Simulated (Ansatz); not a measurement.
Consider the redistribution: `OBN[SiH2]O` + `[SiH3][Al]([SiH3])[SiH3]` → `O[BH][Al]([SiH3])[SiH3]` + `O[SiH2]N[SiH3]`.

Gas-phase electronic energies from Ansatz, PBE0-D4/def2-TZVP geometries. CBS: MP2 limit from def2 TZ/QZ plus the TZ coupled-cluster correction, frozen cores. DFT in def2-TZVPP. B3LYP here is the variant with VWN-RPA as its local correlation; programs differ in this. One conformer a species, not always the lowest.

**Question.** Is it downhill or uphill in electronic energy at CCSD(T)/CBS, and by how much? (An estimate is asked.)

**Answer.** The calculation gave: Uphill: ΔE = +96.8 kJ/mol.

**Question.** What do these levels give: PBE-D4, PBE0-D4, ωB97X-V, B2PLYP, PBE, PBE0, B3LYP, SCS-MP2/def2-TZVPP, MP2/def2-QZVPP, SCS-MP2/def2-QZVPP, HF/CBS(def2), CCSD/CBS(def2)? (Best estimate.)

**Answer.** Ansatz gave: PBE-D4 107.8, PBE0-D4 107.6, ωB97X-V 97.3, B2PLYP 97.3, PBE 107.3, PBE0 107.1, B3LYP 98.8, SCS-MP2/def2-TZVPP 91.7, MP2/def2-QZVPP 94.6, SCS-MP2/def2-QZVPP 90.6, HF/CBS(def2) 91.7, CCSD/CBS(def2) 95.8 kJ/mol.

Largest T1 diagnostic among the species: 0.015.
